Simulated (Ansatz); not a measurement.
One geometry of Cu₈Te₄⁻, several levels of theory.

```yaml
crystal:
  periodic: [false, false, false]
  atoms:
    - {symbol: Cu, position_ang: [1.083448, 2.146156, -0.989744]}
    - {symbol: Cu, position_ang: [-0.088687, 2.274242, 1.249486]}
    - {symbol: Cu, position_ang: [1.257061, 0.206811, 0.644498]}
    - {symbol: Cu, position_ang: [-1.455881, 0.433910, 0.563627]}
    - {symbol: Cu, position_ang: [-0.338090, -1.638656, 1.379476]}
    - {symbol: Cu, position_ang: [-0.353898, 0.315009, -1.544489]}
    - {symbol: Cu, position_ang: [-1.646550, -1.584945, -0.767181]}
    - {symbol: Cu, position_ang: [0.857048, -1.769662, -0.912152]}
    - {symbol: Te, position_ang: [2.462835, 0.108538, -1.656455]}
    - {symbol: Te, position_ang: [0.057554, 0.375229, 2.945040]}
    - {symbol: Te, position_ang: [-1.330666, 2.892591, -0.865025]}
    - {symbol: Te, position_ang: [-0.504172, -3.759223, -0.047082]}
basis:
  gaussian: {orbitals: def2-TZVP, fitting: {mean_field: def2-universal-jkfit}, initial_orbitals: start.molden}
total_charge: -1
magnetization: {spin_polarized: true, initial_magnetization: 1}
hamiltonian: {xc: pbe, dispersion: d4}
scf: {omitted_lower_state_checks: [starts]}
output: {forces: true, orbitals: {seedname: orbitals}}
```

The file start.molden holds the orbitals of an earlier run on this structure, at another level or in another basis.

```sh
$ ansatz run in.yaml --threads 2 --pin off --events-out ev --progress --plain --max-ram 32768MiB --backend cuda --devices 0, --max-vram 18GiB
```

Shortened log:

```
Functional definition: PBE
2984 factors; integrals over basis functions are off by at most 5.0e-1 eV
mean field evaluation 1: about -386268.2907 eV, gradient 1.6e1 eV
mean field evaluation 2: about -386269.2934 eV, gradient 1.3e0 eV
mean field evaluation 4: about -386269.3256 eV, gradient 9.4e-2 eV
mean field evaluation 8: about -386269.3257 eV, gradient 2.6e-5 eV
mean field -386269.32572536 eV, -14195.1358976542 hartree, gradient 2.6e-5 eV, S^2 0.752811; 0 other end points of the search recorded, 0 dependent functions left out
reference -386269.32577379 eV, -14195.1358994340 hartree; 165, 164 occupied and 395, 396 virtual orbitals, 2984 factors
Total energy: -386271.14155520 eV, -14195.2026281699 hartree
Atom 0 at     1.083448     2.146156    -0.989744 Å, force     0.191707     0.220838    -0.193682 eV/Å
Atom 1 at    -0.088687     2.274242     1.249486 Å, force    -0.038011     0.248603     0.248535 eV/Å
Atom 2 at     1.257061     0.206811     0.644498 Å, force     0.250999    -0.020766     0.131696 eV/Å
Atom 3 at    -1.455881     0.433910     0.563627 Å, force    -0.299176     0.132818     0.166592 eV/Å
Atom 4 at    -0.338090    -1.638656     1.379476 Å, force     0.016330    -0.194616     0.283158 eV/Å
Atom 5 at    -0.353898     0.315009    -1.544489 Å, force    -0.030129     0.102663    -0.352175 eV/Å
Atom 6 at    -1.646550    -1.584945    -0.767181 Å, force    -0.275400    -0.291700    -0.127852 eV/Å
Atom 7 at     0.857048    -1.769662    -0.912152 Å, force     0.231288    -0.218221    -0.130478 eV/Å
Atom 8 at     2.462835     0.108538    -1.656455 Å, force    -0.184690    -0.003209     0.121937 eV/Å
Atom 9 at     0.057554     0.375229     2.945040 Å, force    -0.006572    -0.022815    -0.220517 eV/Å
Atom 10 at    -1.330666     2.892591    -0.865025 Å, force     0.110189    -0.145879     0.066154 eV/Å
Atom 11 at    -0.504172    -3.759223    -0.047082 Å, force     0.033465     0.192284     0.006632 eV/Å
Dipole moment:     0.013342     0.308714    -0.009140 e Å
Checks for a lower state left out: starts
```

Run time 22 s (2 threads of AMD EPYC 7R13 on a shared host and a share (18 GiB) of an NVIDIA H100 80GB HBM3), peak host memory 1.2 GiB.

The first input with `gaussian: {orbitals: def2-SVP, initial_orbitals: start.molden}`, `output: {orbitals: {seedname: orbitals}}` (abridged; 11 s):

```
Functional definition: PBE
mean field -386214.89495889 eV, -14193.1356038808 hartree, gradient 3.3e-5 eV, S^2 0.752317
Total energy: -386216.71079550 eV, -14193.2023346456 hartree
Checks for a lower state left out: starts
```

As the first input, with `gaussian: {orbitals: def2-SVP, initial_orbitals: start.molden}`, `correlation: {method: mp2, frozen_orbitals: {Cu: 9, Te: 4}}`, `output: {orbitals: {seedname: orbitals}}` and without the key `hamiltonian` (abridged; 8.5 s):

```
Functional definition: HF
mean field -385807.00176772 eV, -14178.1458055854 hartree, gradient 2.5e-6 eV, S^2 0.774224
88 core orbitals not correlated: weight in the atoms' cores, before any rotation towards them, 1.000 or more for the frozen orbitals, at most 0.000 for the correlated occupied ones
second order -86.98630039 eV of doubles, -0.00000000 eV of singles
Total energy: -385893.98806811 eV, -14181.3424931634 hartree
Checks for a lower state left out: starts
```

The first input with `hamiltonian: {xc: {name: BLYP}, dispersion: d4}`, `output: {orbitals: {seedname: orbitals}}` (abridged; 9.5 s):

```
Functional definition: BLYP
mean field -386335.75182806 eV, -14197.5770119032 hartree, gradient 2.4e-5 eV, S^2 0.751729
Total energy: -386339.40795406 eV, -14197.7113720554 hartree
Checks for a lower state left out: starts
```

First input, but with `hamiltonian: {xc: r2scan, dispersion: d4}`, `output: {orbitals: {seedname: orbitals}}` (abridged; 16 s):

```
Functional definition: r2SCAN
mean field -386332.03823024 eV, -14197.4405397005 hartree, gradient 1.4e-5 eV, S^2 0.758104
Total energy: -386332.42104166 eV, -14197.4546077609 hartree
Checks for a lower state left out: starts
```

The first input with `gaussian: {orbitals: def2-SVP, initial_orbitals: start.molden}`, `hamiltonian: {xc: pbe}`, `correlation: {method: rpa, frozen_orbitals: {Cu: 9, Te: 4}}` and without the key `output` (abridged; 10 s):

```
Functional definition: PBE
mean field -386214.89495402 eV, -14193.1356037020 hartree, gradient 1.9e-6 eV, S^2 0.752317
88 core orbitals not correlated: weight in the atoms' cores, before any rotation towards them, 1.000 or more for the frozen orbitals, at most 0.000 for the correlated occupied ones
Total energy: -385909.02060105 eV, -14181.8949285594 hartree
Checks for a lower state left out: starts
```

The first input with `hamiltonian: {xc: pbe0, dispersion: d4}`, `output: {orbitals: {seedname: orbitals}}` (abridged; 18 s):

```
Functional definition: PBE0
mean field -386269.11320304 eV, -14195.1280876029 hartree, gradient 2.2e-5 eV, S^2 0.758235
Total energy: -386270.72150703 eV, -14195.1871916845 hartree
Checks for a lower state left out: starts
```

Geometry: PBE-D4/def2-SVP.

In the def2 sets Te takes a core potential; there is no spin–orbit coupling. Correlated methods freeze 88 core orbitals; core or outer-core shells of Te are correlated, in sets that lack core-valence functions. Single mean-field runs in def2-TZVP are fitted with def2-universal-jkfit. Another isomer (doublet) lies 0.31 eV lower at PBE0-D4/def2-TZVP; other spin states weren't run for this one.
